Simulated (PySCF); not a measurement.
Compound: C8H18N2.
Geometry (PBE0-D3(BJ)/def2-SVP, Å), atoms numbered from 1 in this order:
```
atom  x, y, z in Å
C1    -1.2349    2.2789   -0.4578
C2    -1.5721    1.1319    0.1605
N3    -0.8313   -0.0261    0.2353
N4     0.3311   -0.1101   -0.5140
C5     1.5030    0.4140    0.1649
C6     2.7142    0.3517   -0.7477
C7     3.9887    0.8329   -0.0750
C8    -1.4853   -1.3194    0.4415
C9    -2.4296   -1.3023    1.6336
C10   -2.1607   -1.8210   -0.8299
H11   -0.2885    2.4154   -0.9853
H12   -1.9106    3.1327   -0.4096
H13   -2.5284    1.0728    0.6876
H14    0.1974    0.3482   -1.4187
H15    1.6780   -0.2074    1.0595
H16    1.3566    1.4522    0.5265
H17    2.5194    0.9621   -1.6487
H18    2.8314   -0.6855   -1.1038
H19    4.8493    0.7813   -0.7584
H20    3.8950    1.8770    0.2638
H21    4.2291    0.2202    0.8086
H22   -0.6541   -2.0014    0.6805
H23   -1.9393   -0.8664    2.5167
H24   -2.7345   -2.3302    1.8786
H25   -3.3509   -0.7338    1.4312
H26   -2.9932   -1.1581   -1.1169
H27   -2.5620   -2.8372   -0.6954
H28   -1.4360   -1.8468   -1.6571
```

Computed at PBE0/pcSseg-1 (PySCF, non-relativistic), with Q(14N) = 0.02044 b: N3, 14N (I = 1): χzz = -6.444 MHz, η = 0.338; N4, 14N (I = 1): χzz = -6.955 MHz, η = 0.400.

Task: Where would the pure quadrupole (NQR) lines of 14N at N3 fall for the rigid, isolated species?

Result: From ν± = (3/4)|χ|(1 ± η/3) and ν0 = |χ|η/2: ν+ 5.377 MHz, ν− 4.288 MHz, ν0 1.089 MHz (hydrazine nitrogen).

Task: Find the zero-field quadrupole resonance frequencies of 14N at N4.

Result: From ν± = (3/4)|χ|(1 ± η/3) and ν0 = |χ|η/2: ν+ 5.911 MHz, ν− 4.521 MHz, ν0 1.390 MHz (hydrazine nitrogen).

In a crystal, neighbours and librations shift these lines. With a basis this small, the couplings can be 20 % off.

One conformer stands for the species.
